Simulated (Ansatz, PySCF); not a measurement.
C2H6N2OSi, SMILES CN[SiH2]N=C=O. Atoms are numbered in the order given.

```xyz
12

C     -2.3822     0.9059    -0.1742
N     -1.7225    -0.1417     0.5872
Si    -0.3792    -1.0615     0.0388
N      1.1100    -0.1679    -0.0695
C      2.0955     0.5098    -0.1431
O      3.0632     1.1703    -0.2142
H     -3.4602     0.9494     0.0566
H     -1.9589     1.9144    -0.0028
H     -2.2921     0.6945    -1.2521
H     -1.8645    -0.0709     1.5907
H     -0.1570    -2.1598     1.0119
H     -0.6578    -1.5496    -1.3357
```

Geometry optimised at B3LYP-D3(BJ)/def2-SVP. This is a generated structure with no PubChem entry under its InChIKey; it may be hypothetical. The values are those of a single conformer.

Two levels are set side by side: PBE-D3(BJ)/def2-SVP (Ansatz, a first-principles code) and B3LYP-D3(BJ)/def2-SVP (Ansatz). Each level has its own optimised geometry; the coordinates shown are those of the second. Frequencies come from the Hessian of PySCF at each geometry. Differences are taken from unrounded values.

| quantity | B3LYP-D3(BJ) |
|---|---|
| mean bond length (Å) | 1.326 |
| bond C1–N2 (Å) | 1.453 |
| bond N2–Si3 (Å) | 1.718 |
| bond Si3–N4 (Å) | 1.740 |
| bond N4–C5 (Å) | 1.198 |
| bond C5–O6 (Å) | 1.174 |
| bond C1–H7 (Å) | 1.103 |
| bond C1–H8 (Å) | 1.107 |
| bond C1–H9 (Å) | 1.102 |
| bond N2–H10 (Å) | 1.016 |
| bond Si3–H11 (Å) | 1.484 |
| bond Si3–H12 (Å) | 1.485 |
| highest harmonic wavenumber (cm⁻¹) | 3588 |
| mean harmonic wavenumber (cm⁻¹) | 1256 |
| zero-point energy (kcal/mol) | 53.87 |

What does PBE-D3(BJ) give, and how far is it from B3LYP-D3(BJ)? (The exact figures need the calculation; the answer reports its results.)


```
quantity                            PBE-D3(BJ)  PBE-D3(BJ) minus B3LYP-D3(BJ)
----------------------------------  ----------  -----------------------------
mean bond length (Å)                     1.334                          0.009
bond C1–N2 (Å)                           1.454                          0.001
bond N2–Si3 (Å)                          1.728                          0.010
bond Si3–N4 (Å)                          1.747                          0.007
bond N4–C5 (Å)                           1.209                          0.011
bond C5–O6 (Å)                           1.184                          0.010
bond C1–H7 (Å)                           1.111                          0.008
bond C1–H8 (Å)                           1.115                          0.008
bond C1–H9 (Å)                           1.110                          0.008
bond N2–H10 (Å)                          1.023                          0.007
bond Si3–H11 (Å)                         1.497                          0.013
bond Si3–H12 (Å)                         1.499                          0.014
highest harmonic wavenumber (cm⁻¹)        3512                            -76
mean harmonic wavenumber (cm⁻¹)           1220                            -36
zero-point energy (kcal/mol)             52.34                          -1.53
```

Exact exchange shortens and stiffens bonds; PBE has none. Differences between two approximate levels are no errors against the true value.
